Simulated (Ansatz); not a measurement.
Start from `CC(C)(C#N)C#N` and change one atom or group to get `COC(C)(C)C#N`.

Ansatz, PBE0-D4/def2-TZVP geometries, multiplicity 1. Each molecule was computed in one conformer, which needn't be the lowest.

```
                                      property  `CC(C)(C#N)C#N`
          HOMO–LUMO gap (PBE0/def2-TZVPP) / eV             9.41
             HOMO energy (PBE/def2-TZVPP) / eV            -8.47
       HOMO–LUMO gap (ωB97M-V/def2-TZVPP) / eV            13.68
            LUMO energy (PBE0/def2-TZVPP) / eV            -0.40
size of the dipole moment (PBE/def2-TZVPP) / D             4.46
            HOMO energy (PBE0/def2-TZVPP) / eV            -9.81
```

Q: Give the same properties after the change, and the shifts. (Best estimate.)

A: Computed: 
```tsv
property	`COC(C)(C)C#N`	shift
HOMO–LUMO gap (PBE0/def2-TZVPP) / eV	8.75	-0.66
HOMO energy (PBE/def2-TZVPP) / eV	-6.57	1.90
HOMO–LUMO gap (ωB97M-V/def2-TZVPP) / eV	12.94	-0.74
LUMO energy (PBE0/def2-TZVPP) / eV	0.55	0.95
size of the dipole moment (PBE/def2-TZVPP) / D	3.33	-1.13
HOMO energy (PBE0/def2-TZVPP) / eV	-8.20	1.61
```

With PBE0 the HOMO rises by 1.61 eV and the LUMO rises by 0.95 eV, so the gap narrows by about 0.66 eV. PBE moves the HOMO by 1.90 eV and ωB97M-V by 1.48 eV. The zero-point energy changes by 88.5 kJ/mol with +9 modes. Dipoles are sizes alone; their direction can turn.
